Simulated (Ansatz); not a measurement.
Computed with Ansatz on PBE0-D4/def2-TZVP structures; ΔE is electronic, products minus reactants. CCSD(T)/CBS is the MP2 limit (def2-TZVPP, def2-QZVPP) plus CCSD(T) − MP2 in def2-TZVPP, frozen cores. This one scheme is used for every species. DFT in def2-TZVPP. B3LYP here is the variant with VWN-RPA as its local correlation; programs differ in this. One conformer a species, not always the lowest.

Reaction (cleavage of the Si–Al bond): `N[SiH2][AlH2]` + `N[SiH](N)O` → `N[SiH2]N[SiH](N)O` + `[AlH3]`

`N[SiH2][AlH2]`:

Z-matrix (Å, degrees):
```
Si
Al 1 2.457
N 1 1.731 2 109.3
H 1 1.503 2 109.4 3 -126.4
H 1 1.493 2 111.4 3 118.8
H 2 1.590 1 121.3 3 -164.1
H 2 1.593 1 120.4 3 16.9
H 3 1.008 1 120.2 2 178.6
H 3 1.007 1 119.2 2 -39.1
```

`N[SiH](N)O`:

Z-matrix (Å, degrees):
```
Si
N 1 1.706
O 1 1.648 2 119.3
N 1 1.713 2 104.7 3 119.0
H 1 1.482 2 106.1 3 -114.4
H 2 1.007 1 121.6 3 -73.1
H 2 1.006 1 120.9 3 78.5
H 3 0.959 1 116.3 2 67.1
H 4 1.007 1 119.8 2 -170.5
H 4 1.007 1 119.6 2 45.7
```

`N[SiH2]N[SiH](N)O`:

```xyz
15

N    -1.760   -0.310   -1.278
Si   -0.167   -0.969   -1.503
N     0.891   -0.185   -0.405
Si    0.652    0.090    1.288
N     1.378    1.593    1.655
O    -0.958   -0.082    1.535
H    -1.945    0.627   -1.605
H    -2.542   -0.911   -1.492
H     0.410   -0.771   -2.862
H    -0.362   -2.424   -1.268
H     1.793    0.085   -0.768
H     1.335   -0.872    2.186
H     1.082    2.441    1.198
H     1.683    1.775    2.598
H    -1.491   -0.086    0.722
```

`[AlH3]`:

Cartesian coordinates in Å:
```
Al 0.000 0.000 0.000
H -0.437 -1.120 -1.034
H -0.693 0.078 1.424
H 1.130 1.043 -0.390
```

Task: Is it downhill or uphill in electronic energy at CCSD(T)/CBS, and by how much? (An estimate is asked.)

Result: Ansatz gave: Downhill: ΔE = -0.91 eV.

Task: What do these levels give: PBE-D4, r2SCAN-D4, PBE0-D4, B3LYP-D4, B2PLYP, r2SCAN, MP2/def2-TZVPP, SCS-MP2/def2-TZVPP, CCSD(T)/def2-TZVPP, HF/def2-QZVPP, SCS-MP2/def2-QZVPP, CCSD/CBS(def2)? (An estimate is asked.)

Result: The calculation gave: PBE-D4 -0.75, r2SCAN-D4 -0.88, PBE0-D4 -0.80, B3LYP-D4 -0.93, B2PLYP -0.90, r2SCAN -0.86, MP2/def2-TZVPP -1.02, SCS-MP2/def2-TZVPP -0.99, CCSD(T)/def2-TZVPP -0.93, HF/def2-QZVPP -0.92, SCS-MP2/def2-QZVPP -0.99, CCSD/CBS(def2) -0.89 eV.

Largest T1 diagnostic among the species: 0.011.

The D4 term adds −0.12 eV with B3LYP and −0.07 eV with PBE0; it sums over pairs of atoms, weighted by their polarisabilities, and B3LYP, whose exchange is more repulsive, gets the larger term. From PBE to PBE0 (25 % exact exchange), in def2-TZVPP and without D4, ΔE moves by −0.06 eV.
